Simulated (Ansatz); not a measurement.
One change: `[OH][Al-]1([Cl])[O]C(C(F)(F)F)=CC(C(F)(F)F)=[O+]1` becomes `FC(F)(F)C1=CC(C(F)(F)F)=[O+][Ga-]([F])([Cl])[O]1`.

Ansatz, PBE0-D4/def2-TZVP geometries, multiplicity 1. Each molecule was computed in one conformer, which needn't be the lowest.

Scalar relativity is left out up to krypton.

```tsv
property	`[OH][Al-]1([Cl])[O]C(C(F)(F)F)=CC(C(F)(F)F)=[O+]1`
HOMO–LUMO gap (B3LYP/def2-TZVPP) / eV	4.54
size of the dipole moment (B3LYP/def2-TZVPP) / D	4.20
LUMO energy (PBE/def2-TZVPP) / eV	-4.54
size of the dipole moment (ωB97M-V/def2-TZVPP) / D	4.28
HOMO–LUMO gap (PBE0/def2-TZVPP) / eV	5.00
LUMO energy (PBE0/def2-TZVPP) / eV	-3.81
```

Question: Give the same properties after the change, and the shifts. (An estimate is asked.)

Answer: The calculation gave: 
```tsv
property	`FC(F)(F)C1=CC(C(F)(F)F)=[O+][Ga-]([F])([Cl])[O]1`	shift
HOMO–LUMO gap (B3LYP/def2-TZVPP) / eV	4.79	0.25
size of the dipole moment (B3LYP/def2-TZVPP) / D	3.38	-0.82
LUMO energy (PBE/def2-TZVPP) / eV	-4.60	-0.06
size of the dipole moment (ωB97M-V/def2-TZVPP) / D	3.40	-0.88
HOMO–LUMO gap (PBE0/def2-TZVPP) / eV	5.20	0.20
LUMO energy (PBE0/def2-TZVPP) / eV	-3.85	-0.04
```

Dipoles are sizes alone; their direction can turn.

B3LYP here is the variant with VWN-RPA as its local correlation; programs differ in this.
